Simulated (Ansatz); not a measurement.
Species: AlBr₃, net charge 0, singlet state. 
Structure (B3LYP-D3(BJ)/def2-TZVP (Ansatz, a quantum-chemistry and plane-wave program) minimum search):
SMILES: [Br][Al]([Br])[Br]
```xyz
4

Br    -0.1587     2.2326    -0.0058
Al     0.0000     0.0000     0.0000
Br     2.0102    -0.9788     0.1040
Br    -1.8515    -1.2538    -0.0982
```
Charge 0, spin multiplicity 1.

Basis-set convergence of Hartree-Fock and MP2 correlation energies (hartree) with Ansatz. Valence correlation only, unless marked. No spin-orbit coupling. The frozen core is the preceding noble-gas configuration, with the filled d and f shells of earlier blocks. No relativistic terms.

```
basis        functions        E(HF)  E(corr, MP2)
-----------  ---------  -----------  ------------
def2-SVPD          147  -7958.37794      -0.42458
def2-TZVPPD        219  -7959.40073      -0.54324
def2-QZVPPD        370  -7959.55441      -0.60201
```

Extrapolating the two largest sets (X = 3 and 4) as X^-3: E(corr) = (64·(-0.60201) - 27·(-0.54324))/37 = -0.6449 Eh, an estimate of the basis-set limit. The largest set recovers 93.3 % of it, the smallest 65.8 %.
